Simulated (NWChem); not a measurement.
CH3O2 cation; SMILES O=C[OH2+]

```xyz
6

O     -0.2757     1.2351    -0.0725
C      0.4625     0.3609    -0.0140
O     -0.1677    -1.0858     0.0368
H      1.5542     0.2066    -0.0011
H      0.3223    -1.8936     0.2929
H     -1.1415    -1.1597     0.1267
```
Atoms are numbered in this order, from 1.

Computed with NWChem. Pople sets run with spherical d functions. All runs use the structure optimised with PBE0/def2-SVP. Atomic charges in e: unrestrained fits to the electrostatic potential beside Mulliken populations; buried atoms are poorly determined by the fit.

For level B3LYP/def2-SVP:

| Property | Value |
|---|---|
| Mulliken O1 | 0.03 |
| Mulliken C2 | 0.35 |
| Mulliken O3 | -0.12 |

Estimate the same quantities for level Hartree-Fock/6-31G*.

The Mulliken O1 comes out as -0.28, the Mulliken C2 is 0.62 and the Mulliken O3 is -0.85.
